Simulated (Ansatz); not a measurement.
Calculated with Ansatz (gas phase, PBE0-D4/def2-TZVP geometries, no zero-point term in ΔE). CBS: MP2 limit from def2 TZ/QZ plus the TZ coupled-cluster correction, frozen cores. Functionals use def2-TZVPP. B3LYP here is the variant with VWN-RPA as its local correlation; programs differ in this. For Ge, Se outer-core shells are correlated without core-valence functions, which leaves a few kJ/mol of doubt a bond. Scalar relativity is left out up to krypton. Each species was taken in one conformer, which may not be the lowest.

`F[SiH](F)[S][GeH3]` + `NC[SeH]` → `F[SiH](F)[SeH]` + `NC[S][GeH3]`  (redistribution)

| level | ΔE (kJ/mol) | difference from CCSD(T)/CBS |
| --- | --- | --- |
| r2SCAN-D4 | 4.4 | 0.9 |
| PBE0-D4 | 3.3 | -0.2 |
| B3LYP-D4 | 5.4 | 1.9 |
| ωB97X-V | 4.0 | 0.5 |
| ωB97M-V | 3.9 | 0.4 |
| B2PLYP | 5.9 | 2.4 |
| B3LYP | 6.0 | 2.5 |
| HF/def2-TZVPP | 6.6 | 3.1 |
| SCS-MP2/def2-TZVPP | 6.9 | 3.4 |
| CCSD(T)/def2-TZVPP | 6.3 | 2.8 |
| HF/def2-QZVPP | 7.5 | 4.0 |
| MP2/def2-QZVPP | 5.0 | 1.5 |
| SCS-MP2/def2-QZVPP | 6.0 | 2.5 |
| HF/CBS(def2) | 7.6 | 4.1 |
| MP2/CBS(def2) | 3.5 | 0.0 |
| CCSD/CBS(def2) | 3.8 | 0.3 |
| CCSD(T)/CBS | 3.5 | 0 |

Largest T1 diagnostic among the species: 0.012.
